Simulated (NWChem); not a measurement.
System: CCl, doublet; SMILES [C]Cl

NWChem input:

```
start job
memory heap 200 mb stack 900 mb global 1100 mb
geometry units angstroms noautosym nocenter noautoz
  C      0.000000     0.000000    -1.203560
  Cl     0.000000     0.000000     0.443107
end
basis spherical
  C library cc-pvtz
  Cl library cc-pvtz
end
dft
  odft
  mult 2
  xc xpbe96 cpbe96
  iterations 150
end
property
  hyperfine
end
task dft property
```

NWChem printed, in part:

```
             Northwest Computational Chemistry Package (NWChem) 7.3.0
             --------------------------------------------------------

                             Geometry "geometry" -> ""
                             -------------------------

 Output coordinates in angstroms (scale by  1.889725989 to convert to a.u.)

  No.       Tag          Charge          X              Y              Z
 ---- ---------------- ---------- -------------- -------------- --------------
    1 C                    6.0000     0.00000000     0.00000000    -1.20356000
    2 Cl                  17.0000     0.00000000     0.00000000     0.44310700

 Effective nuclear repulsion energy (a.u.)      32.7789889504

  pbe96 is a nonlocal functional; adding pw91lda local functional.
                              NWChem Property Module
                              ----------------------

  itol2e modified to match energy
  convergence criterion.

                                 NWChem DFT Module
                                 -----------------

 Summary of "ao basis" -> "ao basis" (spherical)
 ------------------------------------------------------------------------------
       Tag                 Description            Shells   Functions and Types
 ---------------- ------------------------------  ------  ---------------------
 C                          cc-pvtz                 10       30   4s3p2d1f
 Cl                         cc-pvtz                 12       34   5s4p2d1f

  itol2e modified to match energy
  convergence criterion.

            General Information
            -------------------
          SCF calculation type: DFT
          Wavefunction type:  spin polarized.
          No. of atoms     :     2
          No. of electrons :    23
           Alpha electrons :    12
            Beta electrons :    11
          Charge           :     0
          Spin multiplicity:     2
          Use of symmetry is: off; symmetry adaption is: off
          Maximum number of iterations: 150
          AO basis - number of functions:    64
                     number of shells:    22
          Convergence on energy requested:  1.00D-07
          Convergence on density requested:  1.00D-05
          Convergence on gradient requested:  5.00D-04

              XC Information
              --------------
          PerdewBurkeErnzerhof Exchange Functional  1.000
            Perdew 1991 LDA Correlation Functional  1.000 local
           PerdewBurkeErnz. Correlation Functional  1.000 non-local

             Grid Information
             ----------------
          Grid used for XC integration:  fine
          Radial quadrature: Mura-Knowles
          Angular quadrature: Lebedev.
          Tag              B.-S. Rad. Rad. Pts. Rad. Cut. Ang. Pts.
          ---              ---------- --------- --------- ---------
          C                   0.70       70           7.0       590
          Cl                  1.00      123           7.0       770
          Grid pruning is: on
          Number of quadrature shells:   193
          Spatial weights used:  Erf1

      Superposition of Atomic Density Guess
      -------------------------------------

 Sum of atomic energies:        -497.15694137

      Non-variational initial energy
      ------------------------------

 Total energy =    -497.336359
 1-e energy   =    -750.577932
 2-e energy   =     220.462584
 HOMO         =      -0.060458
 LUMO         =      -0.060458

   convergence    iter        energy       DeltaE   RMS-Dens  Diis-err
 ---------------- ----- ----------------- --------- --------- ---------
 d= 0,ls=0.0,diis     1   -497.8858127383 -5.31D+02  7.00D-03  1.51D-01
                                                     5.20D-03  1.25D-01
 d= 0,ls=0.5,diis     2   -497.7436474706  1.42D-01  2.40D-03  3.49D-01
                                                     2.37D-03  3.57D-01
 d= 0,ls=0.5,diis     3   -497.9028732803 -1.59D-01  1.19D-03  3.87D-02
                                                     1.20D-03  4.16D-02
 d= 0,ls=0.5,diis     4   -497.9268359209 -2.40D-02  4.60D-04  5.67D-03
                                                     5.09D-04  6.87D-03
 d= 0,ls=0.5,diis     5   -497.9311690779 -4.33D-03  2.05D-04  7.76D-04
                                                     2.27D-04  1.09D-03
  Resetting Diis
 d= 0,ls=0.5,diis     6   -497.9319816458 -8.13D-04  1.19D-04  3.05D-04
                                                     1.33D-04  4.24D-04
 d= 0,ls=0.5,diis     7   -497.9322708201 -2.89D-04  1.54D-04  1.57D-04
                                                     1.65D-04  2.04D-04
 d= 0,ls=0.5,diis     8   -497.9324196698 -1.49D-04  6.64D-05  1.35D-04
                                                     6.79D-05  1.04D-04
 d= 0,ls=0.5,diis     9   -497.9324727404 -5.31D-05  5.28D-05  4.99D-05
                                                     4.95D-05  3.58D-05
 d= 0,ls=0.5,diis    10   -497.9324980350 -2.53D-05  2.90D-05  1.02D-05
                                                     2.73D-05  7.05D-06
 d= 0,ls=0.5,diis    11   -497.9325041709 -6.14D-06  1.50D-05  1.41D-06
                                                     1.53D-05  9.48D-07
 d= 0,ls=0.5,diis    12   -497.9325055083 -1.34D-06  7.97D-06  2.18D-07
                                                     9.11D-06  2.18D-07
 d= 0,ls=0.5,diis    13   -497.9325058837 -3.75D-07  4.42D-06  6.06D-08
                                                     5.55D-06  9.74D-08
 d= 0,ls=0.5,diis    14   -497.9325060190 -1.35D-07  2.63D-06  3.28D-08
                                                     3.58D-06  5.51D-08
 d= 0,ls=0.5,diis    15   -497.9325060766 -5.76D-08  1.54D-06  1.98D-08
                                                     2.22D-06  2.99D-08

         Total DFT energy =     -497.932506101926
      One electron energy =     -750.367464336642
           Coulomb energy =      252.911741961194
    Exchange-Corr. energy =      -33.255772676866
 Nuclear repulsion energy =       32.778988950388

 Numeric. integr. density =       22.999999985326

                    DFT Final Alpha Molecular Orbital Analysis
                    ------------------------------------------

 Vector   10  Occ=1.000000D+00  E=-3.726626D-01
              MO Center= -5.8D-11,  4.9D-10,  1.1D-01, r^2= 1.4D+00
   Bfn.  Coefficient  Atom+Function         Bfn.  Coefficient  Atom+Function
  ----- ------------  ---------------      ----- ------------  ---------------
    40      0.501335  2 Cl py                46      0.263548  2 Cl py
    43      0.243210  2 Cl py                 9      0.181864  1 C  py
     6      0.138097  1 C  py                12      0.086042  1 C  py
    39     -0.058450  2 Cl px                20      0.031474  1 C  d -1
    45     -0.030727  2 Cl px                42     -0.028356  2 Cl px

[...]

          ----------------------
          Hyperfine Interactions
          ----------------------

 Total Spin Density (Fermi Contact Term)
 ------------------ --------------------
     Atom            x         y         z       Density (a.u.)      Aiso(MHz)     Aiso(Gauss)
     1  13-C      0.00000   0.00000  -2.27440       0.004132          4.645570       1.657652
     2  35-Cl     0.00000   0.00000   0.83735       0.003708          1.625797       0.580124

           -------------------------------------------
           Anisotropic Interaction (Spin-Dipolar Term)
           -------------------------------------------

 ------------------------------------------------------------
     Atom            x         y         z
 ------------------------------------------------------------
     1  13-C      0.00000   0.00000  -2.27440

   Spin-Dipolar term (a.u.)
        xx             yy             zz             xy             xz             yz
 ------------------------------------------------------------------------------------------
      -0.582680       1.220319      -0.637639      -0.213105       0.000000      -0.000000

   Principal Comp. of -hf- tensor (au)            Anisotropic -hfcc- (MHz)               Anisotropic -hfcc- (Gauss)
 --------------------------------------------------------------------------------------------------------------------------
     -0.607526     1.245164    -0.637639     -81.524152   167.089162   -85.565011     -29.089795    59.621467   -30.531672

   Orientation of the principal axis of Hyperfine Tensor w.r.t absolute (molecular) frame
 --------------------------------------------------------------------------------------------------------------------------
      0.993272    -0.115804    -0.000000
      0.115804     0.993272    -0.000000
      0.000000    -0.000000     1.000000

 ------------------------------------------------------------
     Atom            x         y         z
 ------------------------------------------------------------
     2  35-Cl     0.00000   0.00000   0.83735

   Spin-Dipolar term (a.u.)
        xx             yy             zz             xy             xz             yz
 ------------------------------------------------------------------------------------------
      -0.541092       0.961989      -0.420897      -0.177656       0.000000       0.000000

   Principal Comp. of -hf- tensor (au)            Anisotropic -hfcc- (MHz)               Anisotropic -hfcc- (Gauss)
 --------------------------------------------------------------------------------------------------------------------------
     -0.561805     0.982702    -0.420897     -29.403533    51.432296   -22.028763     -10.491894    18.352291    -7.860397

   Orientation of the principal axis of Hyperfine Tensor w.r.t absolute (molecular) frame
 --------------------------------------------------------------------------------------------------------------------------
      0.993272    -0.115804     0.000000
      0.115804     0.993272    -0.000000
     -0.000000     0.000000     1.000000
```

Level: PBE/cc-pVTZ, spin-unrestricted, contact and dipolar terms. The state is orbitally degenerate and is run as one real component. All runs use the structure optimised with PBE0/def2-SVP, spin-unrestricted. No stability test was run on the SCF state.
